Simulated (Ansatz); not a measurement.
A short molecular-dynamics run on `FC(Cl)(Cl)I`.

```yaml
crystal:
  periodic: [false, false, false]
  atoms:
    - {symbol: F, position_ang: [0.027136, 0.301833, 1.383038]}
    - {symbol: C, position_ang: [-0.034555, -0.049455, 0.096749]}
    - {symbol: Cl, position_ang: [0.549917, -1.698639, -0.061108]}
    - {symbol: Cl, position_ang: [-1.705293, 0.064103, -0.434359]}
    - {symbol: I, position_ang: [1.212694, 1.308559, -1.025721]}
basis:
  gaussian: {orbitals: def2-SVP}
hamiltonian: {xc: {name: BLYP}}
md: {timestep: 2 fs, n_steps: 50, ensemble: nvt_langevin, temperature: 1500, initial_velocities: maxwell_boltzmann, friction: 0.01, seed: 410}
```

```sh
$ ansatz run in.yaml --threads 4 --pin off --events-out ev --progress --plain --max-ram 10444MiB
```

```json
{"step": "0", "time (fs)": "0.0", "potential energy (eV)": "-36886.0034", "kinetic (eV)": "0.7756", "T (K)": "1200", "conserved (eV)": "–"}
{"step": "1", "time (fs)": "2.0", "potential energy (eV)": "-36885.9461", "kinetic (eV)": "0.6664", "T (K)": "1031", "conserved (eV)": "–"}
{"step": "2", "time (fs)": "4.0", "potential energy (eV)": "-36885.8673", "kinetic (eV)": "0.5629", "T (K)": "871", "conserved (eV)": "–"}
{"step": "3", "time (fs)": "6.0", "potential energy (eV)": "-36885.7716", "kinetic (eV)": "0.5610", "T (K)": "868", "conserved (eV)": "–"}
{"step": "4", "time (fs)": "8.0", "potential energy (eV)": "-36885.6592", "kinetic (eV)": "0.5942", "T (K)": "919", "conserved (eV)": "–"}
{"step": "5", "time (fs)": "10.0", "potential energy (eV)": "-36885.5539", "kinetic (eV)": "0.5014", "T (K)": "776", "conserved (eV)": "–"}
{"step": "6", "time (fs)": "12.0", "potential energy (eV)": "-36885.4779", "kinetic (eV)": "0.4050", "T (K)": "627", "conserved (eV)": "–"}
{"step": "7", "time (fs)": "14.0", "potential energy (eV)": "-36885.4393", "kinetic (eV)": "0.4131", "T (K)": "639", "conserved (eV)": "–"}
{"step": "8", "time (fs)": "16.0", "potential energy (eV)": "-36885.4598", "kinetic (eV)": "0.4391", "T (K)": "679", "conserved (eV)": "–"}
{"step": "9", "time (fs)": "18.0", "potential energy (eV)": "-36885.5183", "kinetic (eV)": "0.4510", "T (K)": "698", "conserved (eV)": "–"}
{"step": "10", "time (fs)": "20.0", "potential energy (eV)": "-36885.5721", "kinetic (eV)": "0.6851", "T (K)": "1060", "conserved (eV)": "–"}
{"step": "11", "time (fs)": "22.0", "potential energy (eV)": "-36885.5942", "kinetic (eV)": "0.6374", "T (K)": "986", "conserved (eV)": "–"}
{"step": "12", "time (fs)": "24.0", "potential energy (eV)": "-36885.6050", "kinetic (eV)": "0.6702", "T (K)": "1037", "conserved (eV)": "–"}
{"step": "13", "time (fs)": "26.0", "potential energy (eV)": "-36885.6124", "kinetic (eV)": "0.6968", "T (K)": "1078", "conserved (eV)": "–"}
{"step": "14", "time (fs)": "28.0", "potential energy (eV)": "-36885.6212", "kinetic (eV)": "0.6658", "T (K)": "1030", "conserved (eV)": "–"}
{"step": "15", "time (fs)": "30.0", "potential energy (eV)": "-36885.6375", "kinetic (eV)": "0.6153", "T (K)": "952", "conserved (eV)": "–"}
{"step": "16", "time (fs)": "32.0", "potential energy (eV)": "-36885.6458", "kinetic (eV)": "0.5486", "T (K)": "849", "conserved (eV)": "–"}
{"step": "17", "time (fs)": "34.0", "potential energy (eV)": "-36885.6415", "kinetic (eV)": "0.5549", "T (K)": "859", "conserved (eV)": "–"}
{"step": "18", "time (fs)": "36.0", "potential energy (eV)": "-36885.6245", "kinetic (eV)": "0.6133", "T (K)": "949", "conserved (eV)": "–"}
{"step": "19", "time (fs)": "38.0", "potential energy (eV)": "-36885.5968", "kinetic (eV)": "0.7121", "T (K)": "1102", "conserved (eV)": "–"}
{"step": "20", "time (fs)": "40.0", "potential energy (eV)": "-36885.5671", "kinetic (eV)": "0.6163", "T (K)": "954", "conserved (eV)": "–"}
{"step": "21", "time (fs)": "42.0", "potential energy (eV)": "-36885.5600", "kinetic (eV)": "0.3968", "T (K)": "614", "conserved (eV)": "–"}
{"step": "22", "time (fs)": "44.0", "potential energy (eV)": "-36885.5780", "kinetic (eV)": "0.4644", "T (K)": "719", "conserved (eV)": "–"}
{"step": "23", "time (fs)": "46.0", "potential energy (eV)": "-36885.6056", "kinetic (eV)": "0.6555", "T (K)": "1014", "conserved (eV)": "–"}
{"step": "24", "time (fs)": "48.0", "potential energy (eV)": "-36885.6326", "kinetic (eV)": "0.7067", "T (K)": "1093", "conserved (eV)": "–"}
{"step": "25", "time (fs)": "50.0", "potential energy (eV)": "-36885.6556", "kinetic (eV)": "0.6758", "T (K)": "1046", "conserved (eV)": "–"}
{"step": "26", "time (fs)": "52.0", "potential energy (eV)": "-36885.6785", "kinetic (eV)": "0.6466", "T (K)": "1000", "conserved (eV)": "–"}
{"step": "27", "time (fs)": "54.0", "potential energy (eV)": "-36885.6992", "kinetic (eV)": "0.5439", "T (K)": "842", "conserved (eV)": "–"}
{"step": "28", "time (fs)": "56.0", "potential energy (eV)": "-36885.7148", "kinetic (eV)": "0.4499", "T (K)": "696", "conserved (eV)": "–"}
{"step": "29", "time (fs)": "58.0", "potential energy (eV)": "-36885.7212", "kinetic (eV)": "0.4677", "T (K)": "724", "conserved (eV)": "–"}
{"step": "30", "time (fs)": "60.0", "potential energy (eV)": "-36885.7138", "kinetic (eV)": "0.3862", "T (K)": "598", "conserved (eV)": "–"}
{"step": "31", "time (fs)": "62.0", "potential energy (eV)": "-36885.7087", "kinetic (eV)": "0.4138", "T (K)": "640", "conserved (eV)": "–"}
{"step": "32", "time (fs)": "64.0", "potential energy (eV)": "-36885.7235", "kinetic (eV)": "0.4656", "T (K)": "720", "conserved (eV)": "–"}
{"step": "33", "time (fs)": "66.0", "potential energy (eV)": "-36885.7634", "kinetic (eV)": "0.6052", "T (K)": "936", "conserved (eV)": "–"}
{"step": "34", "time (fs)": "68.0", "potential energy (eV)": "-36885.8181", "kinetic (eV)": "0.7734", "T (K)": "1197", "conserved (eV)": "–"}
{"step": "35", "time (fs)": "70.0", "potential energy (eV)": "-36885.8675", "kinetic (eV)": "0.8528", "T (K)": "1319", "conserved (eV)": "–"}
{"step": "36", "time (fs)": "72.0", "potential energy (eV)": "-36885.9089", "kinetic (eV)": "0.9751", "T (K)": "1509", "conserved (eV)": "–"}
{"step": "37", "time (fs)": "74.0", "potential energy (eV)": "-36885.9469", "kinetic (eV)": "1.0549", "T (K)": "1632", "conserved (eV)": "–"}
{"step": "38", "time (fs)": "76.0", "potential energy (eV)": "-36885.9551", "kinetic (eV)": "0.9570", "T (K)": "1481", "conserved (eV)": "–"}
{"step": "39", "time (fs)": "78.0", "potential energy (eV)": "-36885.9269", "kinetic (eV)": "0.7247", "T (K)": "1121", "conserved (eV)": "–"}
{"step": "40", "time (fs)": "80.0", "potential energy (eV)": "-36885.8800", "kinetic (eV)": "0.8286", "T (K)": "1282", "conserved (eV)": "–"}
{"step": "41", "time (fs)": "82.0", "potential energy (eV)": "-36885.8356", "kinetic (eV)": "0.8076", "T (K)": "1250", "conserved (eV)": "–"}
{"step": "42", "time (fs)": "84.0", "potential energy (eV)": "-36885.8127", "kinetic (eV)": "0.7795", "T (K)": "1206", "conserved (eV)": "–"}
{"step": "43", "time (fs)": "86.0", "potential energy (eV)": "-36885.7989", "kinetic (eV)": "0.7811", "T (K)": "1209", "conserved (eV)": "–"}
{"step": "44", "time (fs)": "88.0", "potential energy (eV)": "-36885.7662", "kinetic (eV)": "0.7224", "T (K)": "1118", "conserved (eV)": "–"}
{"step": "45", "time (fs)": "90.0", "potential energy (eV)": "-36885.7177", "kinetic (eV)": "0.5241", "T (K)": "811", "conserved (eV)": "–"}
{"step": "46", "time (fs)": "92.0", "potential energy (eV)": "-36885.7057", "kinetic (eV)": "0.4539", "T (K)": "702", "conserved (eV)": "–"}
{"step": "47", "time (fs)": "94.0", "potential energy (eV)": "-36885.7310", "kinetic (eV)": "0.4216", "T (K)": "652", "conserved (eV)": "–"}
{"step": "48", "time (fs)": "96.0", "potential energy (eV)": "-36885.7635", "kinetic (eV)": "0.4113", "T (K)": "636", "conserved (eV)": "–"}
{"step": "49", "time (fs)": "98.0", "potential energy (eV)": "-36885.7885", "kinetic (eV)": "0.4602", "T (K)": "712", "conserved (eV)": "–"}
{"step": "50", "time (fs)": "100.0", "potential energy (eV)": "-36885.7933", "kinetic (eV)": "0.4872", "T (K)": "754", "conserved (eV)": "–"}
```

Velocities are drawn at the set temperature; a run this short doesn't reach equilibrium.

Frames (Å, forces in eV/Å):

```xyz
5
time=0.0 fs
F     0.027    0.302    1.383    0.081    0.295    0.908
C    -0.035   -0.049    0.097   -0.089   -0.084    0.142
Cl    0.550   -1.699   -0.061    0.390   -1.088   -0.097
Cl   -1.705    0.064   -0.434   -1.105    0.080   -0.345
I     1.213    1.309   -1.026    0.723    0.797   -0.608
5
time=2.0 fs
F     0.021    0.304    1.363    0.251    0.179    0.686
C    -0.022   -0.052    0.061   -0.299   -0.086    0.890
Cl    0.544   -1.705   -0.072    0.444   -1.125   -0.157
Cl   -1.693    0.075   -0.432   -1.364    0.051   -0.588
I     1.210    1.306   -1.016    0.968    0.981   -0.831
5
time=4.0 fs
F     0.016    0.305    1.345    0.394    0.087    0.523
C    -0.011   -0.053    0.029   -0.534   -0.153    1.543
Cl    0.536   -1.712   -0.081    0.491   -1.148   -0.217
Cl   -1.683    0.085   -0.432   -1.574    0.030   -0.789
I     1.208    1.303   -1.007    1.223    1.184   -1.060
5
time=6.0 fs
F     0.014    0.310    1.329    0.518   -0.003    0.435
C    -0.001   -0.054    0.001   -0.719   -0.272    2.080
Cl    0.528   -1.719   -0.090    0.536   -1.148   -0.253
Cl   -1.671    0.094   -0.435   -1.831    0.022   -0.974
I     1.206    1.300   -0.998    1.495    1.401   -1.288
5
time=8.0 fs
F     0.014    0.316    1.315    0.613   -0.094    0.353
C     0.006   -0.051   -0.026   -0.825   -0.548    2.606
Cl    0.519   -1.729   -0.098    0.556   -1.040   -0.277
Cl   -1.656    0.101   -0.437   -2.143    0.030   -1.147
I     1.204    1.298   -0.988    1.799    1.651   -1.535
5
time=10.0 fs
F     0.019    0.325    1.303    0.668   -0.176    0.346
C     0.013   -0.045   -0.044   -0.890   -0.937    2.982
Cl    0.509   -1.741   -0.104    0.549   -0.830   -0.279
Cl   -1.643    0.108   -0.438   -2.425    0.048   -1.274
I     1.203    1.297   -0.978    2.098    1.894   -1.775
5
time=12.0 fs
F     0.028    0.335    1.293    0.677   -0.248    0.483
C     0.020   -0.038   -0.052   -0.920   -1.303    3.099
Cl    0.502   -1.754   -0.110    0.528   -0.596   -0.255
Cl   -1.631    0.113   -0.441   -2.636    0.057   -1.343
I     1.203    1.298   -0.968    2.352    2.090   -1.984
5
time=14.0 fs
F     0.038    0.347    1.282    0.640   -0.321    0.765
C     0.023   -0.032   -0.051   -0.897   -1.586    2.944
Cl    0.497   -1.768   -0.116    0.475   -0.345   -0.203
Cl   -1.623    0.121   -0.444   -2.753    0.041   -1.353
I     1.203    1.299   -0.960    2.535    2.211   -2.154
5
time=16.0 fs
F     0.053    0.361    1.276    0.524   -0.435    1.099
C     0.023   -0.031   -0.038   -0.730   -1.614    2.478
Cl    0.495   -1.782   -0.124    0.395   -0.120   -0.101
Cl   -1.617    0.130   -0.449   -2.755    0.002   -1.262
I     1.205    1.301   -0.953    2.566    2.167   -2.214
5
time=18.0 fs
F     0.069    0.375    1.276    0.358   -0.556    1.438
C     0.020   -0.034   -0.016   -0.502   -1.460    1.783
Cl    0.493   -1.795   -0.133    0.305    0.076    0.033
Cl   -1.616    0.139   -0.456   -2.627   -0.050   -1.084
I     1.207    1.304   -0.948    2.466    1.991   -2.170
5
time=20.0 fs
F     0.087    0.389    1.276    0.170   -0.645    1.916
C     0.015   -0.038    0.011   -0.307   -1.270    0.860
Cl    0.490   -1.808   -0.141    0.201    0.274    0.175
Cl   -1.619    0.151   -0.463   -2.380   -0.120   -0.853
I     1.210    1.309   -0.942    2.316    1.762   -2.098
5
time=22.0 fs
F     0.107    0.402    1.277   -0.010   -0.718    2.414
C     0.013   -0.045    0.038   -0.264   -1.104   -0.101
Cl    0.485   -1.823   -0.148    0.099    0.479    0.315
Cl   -1.624    0.166   -0.471   -2.013   -0.210   -0.579
I     1.214    1.313   -0.936    2.188    1.553   -2.048
5
time=24.0 fs
F     0.128    0.410    1.286   -0.147   -0.794    2.663
C     0.019   -0.051    0.064   -0.402   -0.943   -0.859
Cl    0.479   -1.838   -0.155    0.028    0.664    0.442
Cl   -1.629    0.183   -0.479   -1.555   -0.299   -0.278
I     1.219    1.316   -0.933    2.076    1.371   -1.968
5
time=26.0 fs
F     0.149    0.412    1.302   -0.255   -0.832    2.791
C     0.028   -0.055    0.093   -0.565   -0.807   -1.554
Cl    0.473   -1.850   -0.163   -0.014    0.822    0.562
Cl   -1.634    0.199   -0.487   -1.095   -0.364    0.028
I     1.225    1.321   -0.931    1.929    1.181   -1.827
5
time=28.0 fs
F     0.168    0.411    1.324   -0.359   -0.918    2.631
C     0.033   -0.059    0.120   -0.614   -0.609   -1.982
Cl    0.466   -1.860   -0.172   -0.052    0.965    0.677
Cl   -1.641    0.212   -0.491   -0.715   -0.408    0.302
I     1.231    1.326   -0.930    1.739    0.970   -1.628
5
time=30.0 fs
F     0.185    0.409    1.354   -0.478   -1.143    1.965
C     0.037   -0.066    0.141   -0.585   -0.263   -1.878
Cl    0.461   -1.869   -0.182   -0.085    1.090    0.779
Cl   -1.648    0.223   -0.494   -0.397   -0.450    0.533
I     1.237    1.332   -0.929    1.545    0.766   -1.399
5
time=32.0 fs
F     0.199    0.409    1.386   -0.575   -1.425    1.038
C     0.046   -0.074    0.155   -0.615    0.126   -1.429
Cl    0.455   -1.876   -0.190   -0.088    1.188    0.859
Cl   -1.654    0.231   -0.497   -0.102   -0.482    0.711
I     1.243    1.336   -0.929    1.381    0.593   -1.179
5
time=34.0 fs
F     0.211    0.408    1.419   -0.636   -1.682    0.074
C     0.055   -0.081    0.162   -0.673    0.487   -0.852
Cl    0.449   -1.880   -0.197   -0.074    1.262    0.911
Cl   -1.661    0.238   -0.497    0.164   -0.500    0.833
I     1.250    1.341   -0.931    1.219    0.433   -0.966
5
time=36.0 fs
F     0.222    0.403    1.451   -0.686   -1.853   -0.744
C     0.060   -0.087    0.168   -0.690    0.763   -0.370
Cl    0.441   -1.882   -0.205   -0.064    1.315    0.946
Cl   -1.671    0.243   -0.493    0.399   -0.501    0.924
I     1.258    1.345   -0.934    1.040    0.277   -0.756
5
time=38.0 fs
F     0.229    0.391    1.485   -0.716   -1.927   -1.404
C     0.063   -0.092    0.176   -0.687    0.946   -0.042
Cl    0.432   -1.884   -0.211   -0.058    1.360    0.975
Cl   -1.682    0.250   -0.487    0.603   -0.499    1.005
I     1.267    1.349   -0.937    0.857    0.121   -0.534
5
time=40.0 fs
F     0.237    0.373    1.519   -0.742   -1.913   -1.954
C     0.064   -0.094    0.186   -0.657    1.015    0.215
Cl    0.423   -1.883   -0.215   -0.050    1.396    0.989
Cl   -1.691    0.256   -0.481    0.751   -0.489    1.074
I     1.274    1.354   -0.941    0.699   -0.009   -0.324
5
time=42.0 fs
F     0.243    0.354    1.546   -0.767   -1.822   -2.299
C     0.064   -0.092    0.194   -0.600    0.984    0.361
Cl    0.416   -1.878   -0.216   -0.037    1.390    0.981
Cl   -1.694    0.262   -0.475    0.819   -0.461    1.121
I     1.280    1.358   -0.947    0.585   -0.091   -0.164
5
time=44.0 fs
F     0.248    0.335    1.563   -0.802   -1.672   -2.495
C     0.060   -0.083    0.199   -0.497    0.851    0.445
Cl    0.410   -1.869   -0.215   -0.031    1.376    0.953
Cl   -1.694    0.270   -0.471    0.825   -0.421    1.149
I     1.286    1.363   -0.952    0.505   -0.134   -0.051
5
time=46.0 fs
F     0.254    0.317    1.577   -0.851   -1.451   -2.600
C     0.055   -0.063    0.207   -0.362    0.549    0.448
Cl    0.404   -1.859   -0.214   -0.030    1.403    0.920
Cl   -1.692    0.281   -0.467    0.802   -0.354    1.184
I     1.294    1.368   -0.959    0.441   -0.147    0.047
5
time=48.0 fs
F     0.260    0.298    1.589   -0.878   -1.174   -2.569
C     0.053   -0.038    0.221   -0.264    0.152    0.302
Cl    0.399   -1.849   -0.211   -0.021    1.442    0.893
Cl   -1.686    0.294   -0.464    0.771   -0.275    1.231
I     1.303    1.374   -0.964    0.392   -0.145    0.143
5
time=50.0 fs
F     0.263    0.275    1.597   -0.860   -0.878   -2.438
C     0.057   -0.013    0.235   -0.247   -0.243    0.084
Cl    0.394   -1.839   -0.209    0.007    1.454    0.856
Cl   -1.679    0.306   -0.461    0.739   -0.196    1.267
I     1.313    1.381   -0.969    0.362   -0.137    0.230
5
time=52.0 fs
F     0.262    0.253    1.600   -0.808   -0.586   -2.189
C     0.061    0.008    0.248   -0.261   -0.587   -0.218
Cl    0.392   -1.828   -0.208    0.033    1.440    0.808
Cl   -1.673    0.318   -0.459    0.709   -0.130    1.287
I     1.323    1.388   -0.974    0.327   -0.136    0.312
5
time=54.0 fs
F     0.259    0.232    1.598   -0.783   -0.307   -1.835
C     0.056    0.026    0.257   -0.174   -0.882   -0.595
Cl    0.391   -1.818   -0.206    0.030    1.410    0.746
Cl   -1.667    0.330   -0.459    0.648   -0.078    1.300
I     1.333    1.395   -0.977    0.279   -0.143    0.384
5
time=56.0 fs
F     0.255    0.211    1.592   -0.793   -0.048   -1.411
C     0.044    0.040    0.264    0.036   -1.131   -1.002
Cl    0.393   -1.811   -0.204   -0.002    1.371    0.668
Cl   -1.661    0.340   -0.458    0.537   -0.038    1.304
I     1.342    1.402   -0.980    0.222   -0.154    0.441
5
time=58.0 fs
F     0.255    0.192    1.582   -0.819    0.185   -0.904
C     0.029    0.049    0.269    0.313   -1.319   -1.462
Cl    0.396   -1.804   -0.199   -0.050    1.320    0.578
Cl   -1.656    0.348   -0.454    0.402   -0.008    1.299
I     1.350    1.409   -0.983    0.154   -0.178    0.489
5
time=60.0 fs
F     0.259    0.177    1.570   -0.856    0.376   -0.389
C     0.013    0.054    0.274    0.608   -1.444   -1.911
Cl    0.398   -1.799   -0.193   -0.099    1.259    0.487
Cl   -1.652    0.356   -0.450    0.263    0.016    1.291
I     1.359    1.415   -0.987    0.084   -0.207    0.521
5
time=62.0 fs
F     0.264    0.167    1.560   -0.908    0.504   -0.053
C    -0.004    0.056    0.273    0.946   -1.496   -2.146
Cl    0.399   -1.791   -0.190   -0.149    1.187    0.404
Cl   -1.649    0.363   -0.444    0.093    0.038    1.259
I     1.367    1.423   -0.990    0.019   -0.233    0.535
5
time=64.0 fs
F     0.266    0.162    1.552   -1.001    0.567   -0.122
C    -0.021    0.057    0.263    1.366   -1.495   -1.895
Cl    0.401   -1.781   -0.189   -0.200    1.115    0.317
Cl   -1.647    0.368   -0.435   -0.116    0.071    1.168
I     1.375    1.431   -0.992   -0.049   -0.258    0.532
5
time=66.0 fs
F     0.264    0.157    1.545   -1.089    0.589   -0.512
C    -0.033    0.052    0.242    1.746   -1.419   -1.234
Cl    0.406   -1.769   -0.189   -0.235    1.023    0.205
Cl   -1.645    0.372   -0.425   -0.315    0.095    1.022
I     1.383    1.441   -0.994   -0.107   -0.288    0.519
5
time=68.0 fs
F     0.261    0.148    1.535   -1.108    0.596   -0.950
C    -0.035    0.040    0.212    1.938   -1.229   -0.464
Cl    0.411   -1.756   -0.190   -0.234    0.866    0.062
Cl   -1.642    0.376   -0.418   -0.446    0.097    0.853
I     1.392    1.452   -0.998   -0.150   -0.329    0.499
5
time=70.0 fs
F     0.257    0.142    1.525   -1.067    0.559   -1.359
C    -0.029    0.022    0.178    1.916   -0.899    0.269
Cl    0.417   -1.743   -0.194   -0.206    0.656   -0.084
Cl   -1.640    0.379   -0.413   -0.454    0.066    0.698
I     1.402    1.463   -1.004   -0.190   -0.382    0.477
5
time=72.0 fs
F     0.251    0.141    1.511   -0.950    0.477   -1.615
C    -0.019    0.002    0.147    1.677   -0.422    0.814
Cl    0.426   -1.731   -0.199   -0.160    0.397   -0.216
Cl   -1.642    0.383   -0.407   -0.338   -0.007    0.561
I     1.412    1.475   -1.012   -0.229   -0.445    0.455
5
time=74.0 fs
F     0.237    0.143    1.494   -0.722    0.369   -1.666
C     0.000   -0.022    0.121    1.144    0.248    1.139
Cl    0.433   -1.720   -0.203   -0.055    0.009   -0.344
Cl   -1.645    0.386   -0.398   -0.108   -0.110    0.429
I     1.423    1.486   -1.020   -0.259   -0.516    0.442
5
time=76.0 fs
F     0.220    0.145    1.476   -0.427    0.277   -1.546
C     0.024   -0.047    0.102    0.455    1.066    1.310
Cl    0.441   -1.709   -0.206    0.112   -0.544   -0.488
Cl   -1.648    0.390   -0.390    0.134   -0.216    0.289
I     1.433    1.497   -1.029   -0.274   -0.583    0.435
5
time=78.0 fs
F     0.203    0.147    1.456   -0.135    0.228   -1.316
C     0.047   -0.066    0.086   -0.168    1.835    1.394
Cl    0.450   -1.698   -0.207    0.285   -1.129   -0.638
Cl   -1.649    0.395   -0.381    0.293   -0.301    0.134
I     1.441    1.507   -1.035   -0.275   -0.633    0.425
5
time=80.0 fs
F     0.186    0.152    1.436    0.169    0.228   -0.974
C     0.072   -0.073    0.075   -0.770    2.453    1.359
Cl    0.458   -1.685   -0.208    0.464   -1.674   -0.773
Cl   -1.650    0.400   -0.372    0.406   -0.342   -0.030
I     1.447    1.518   -1.041   -0.269   -0.665    0.418
5
time=82.0 fs
F     0.170    0.159    1.412    0.489    0.314   -0.398
C     0.098   -0.068    0.067   -1.311    2.714    1.072
Cl    0.464   -1.673   -0.210    0.609   -2.014   -0.878
Cl   -1.652    0.406   -0.362    0.471   -0.333   -0.208
I     1.453    1.530   -1.045   -0.258   -0.682    0.413
5
time=84.0 fs
F     0.154    0.168    1.386    0.811    0.470    0.439
C     0.122   -0.050    0.063   -1.683    2.406    0.454
Cl    0.468   -1.666   -0.214    0.661   -1.917   -0.903
Cl   -1.652    0.415   -0.351    0.447   -0.280   -0.403
I     1.458    1.541   -1.050   -0.236   -0.679    0.413
5
time=86.0 fs
F     0.138    0.178    1.363    1.094    0.688    1.488
C     0.137   -0.018    0.064   -1.847    1.635   -0.419
Cl    0.470   -1.659   -0.220    0.642   -1.497   -0.876
Cl   -1.647    0.426   -0.340    0.317   -0.183   -0.607
I     1.461    1.550   -1.055   -0.206   -0.642    0.414
5
time=88.0 fs
F     0.126    0.185    1.342    1.317    0.932    2.648
C     0.144    0.022    0.064   -1.859    0.668   -1.415
Cl    0.473   -1.654   -0.227    0.585   -0.961   -0.842
Cl   -1.642    0.438   -0.328    0.135   -0.063   -0.805
I     1.464    1.557   -1.060   -0.178   -0.576    0.414
5
time=90.0 fs
F     0.117    0.189    1.328    1.469    1.116    3.536
C     0.144    0.062    0.063   -1.786   -0.173   -2.167
Cl    0.476   -1.649   -0.237    0.529   -0.508   -0.821
Cl   -1.636    0.448   -0.318   -0.049    0.067   -0.966
I     1.468    1.563   -1.064   -0.163   -0.502    0.417
5
time=92.0 fs
F     0.113    0.191    1.325    1.547    1.191    3.518
C     0.139    0.099    0.056   -1.659   -0.735   -2.032
Cl    0.477   -1.641   -0.246    0.485   -0.205   -0.830
Cl   -1.630    0.456   -0.309   -0.206    0.189   -1.071
I     1.473    1.570   -1.067   -0.167   -0.440    0.415
5
time=94.0 fs
F     0.117    0.197    1.331    1.567    1.188    2.710
C     0.132    0.131    0.042   -1.475   -1.148   -1.150
Cl    0.475   -1.636   -0.253    0.439    0.055   -0.828
Cl   -1.623    0.463   -0.301   -0.356    0.295   -1.134
I     1.477    1.576   -1.069   -0.175   -0.391    0.402
5
time=96.0 fs
F     0.126    0.208    1.343    1.508    1.132    1.599
C     0.120    0.157    0.026   -1.140   -1.458   -0.024
Cl    0.472   -1.635   -0.260    0.373    0.305   -0.791
Cl   -1.614    0.470   -0.294   -0.548    0.381   -1.164
I     1.481    1.580   -1.071   -0.193   -0.360    0.380
5
time=98.0 fs
F     0.141    0.224    1.356    1.352    1.028    0.575
C     0.105    0.175    0.012   -0.663   -1.625    0.933
Cl    0.469   -1.634   -0.267    0.287    0.520   -0.722
Cl   -1.608    0.477   -0.287   -0.751    0.430   -1.143
I     1.484    1.585   -1.072   -0.225   -0.354    0.356
5
time=100.0 fs
F     0.160    0.242    1.370    1.145    0.900   -0.252
C     0.090    0.189    0.001   -0.094   -1.702    1.664
Cl    0.466   -1.634   -0.274    0.202    0.698   -0.642
Cl   -1.600    0.486   -0.281   -1.002    0.463   -1.102
I     1.484    1.591   -1.073   -0.251   -0.358    0.332
```

Hardware: 4 threads of an Arm Neoverse V2 on a shared host. Wall time 34 s, peak host memory 0.39 GiB.
